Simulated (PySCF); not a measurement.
SMILES CC[CH]COC(C)=O, doublet, GFN2-xTB optimised geometry.

```
19

C      2.98     2.15    -2.70
C      2.45     1.38    -1.50
C      0.99     1.51    -1.33
C      0.31     1.32    -0.04
O     -0.38     0.04     0.00
C     -1.71     0.04     0.00
C     -2.24    -1.37     0.01
O     -2.39     1.03     0.00
H      4.05     2.01    -2.80
H      2.50     1.81    -3.61
H      2.78     3.21    -2.59
H      2.95     1.71    -0.58
H      2.71     0.31    -1.63
H      0.37     1.58    -2.21
H     -0.46     2.09     0.14
H      1.02     1.30     0.79
H     -1.43    -2.09    -0.09
H     -2.95    -1.49    -0.80
H     -2.77    -1.54     0.95
```

Density from PySCF 2.14.0 with unrestricted CAM-B3LYP/def2-SVP at that geometry.

Minimum of the electron density along straight lines between bonded atoms, close to the bond critical point (lines longer than 1.1 times the sum of covalent radii, or with two minima, are not listed):

| bond | length / Å | ρ at the minimum / e bohr⁻³ | ∇²ρ there / e bohr⁻⁵ | position (fraction from the first atom) |
|---|---|---|---|---|
| C1–C2 | 1.527 | 0.244 | -0.57 | 0.50 |
| C2–C3 | 1.478 | 0.267 | -0.64 | 0.49 |
| C3–C4 | 1.471 | 0.275 | -0.68 | 0.49 |
| C4–O5 | 1.457 | (withheld) | (withheld) | 0.35 |
| O5–C6 | 1.331 | 0.310 | -0.37 | 0.67 |
| C6–C7 | 1.509 | 0.260 | -0.65 | 0.52 |
| C6–O8 | 1.203 | (withheld) | 0.29 | 0.33 |
| C1–H9 | 1.087 | 0.277 | -1.03 | 0.63 |
| C1–H10 | 1.087 | 0.277 | -1.03 | 0.63 |
| C1–H11 | 1.087 | 0.278 | -1.03 | 0.63 |
| C2–H13 | 1.102 | 0.268 | -0.95 | 0.62 |
| C3–H14 | 1.077 | 0.283 | -1.07 | 0.63 |
| C4–H15 | 1.099 | 0.282 | -1.11 | 0.65 |
| C4–H16 | 1.093 | 0.283 | -1.10 | 0.64 |
| C7–H17 | 1.085 | 0.280 | -1.07 | 0.64 |
| C7–H18 | 1.087 | 0.276 | -1.04 | 0.64 |
| C7–H19 | 1.088 | 0.275 | -1.03 | 0.64 |

Problem. What belongs in the gaps?

Solution. 
- C4–O5, ρ at the minimum / e bohr⁻³: 0.227
- C4–O5, ∇²ρ there / e bohr⁻⁵: -0.34
- C6–O8, ρ at the minimum / e bohr⁻³: 0.421
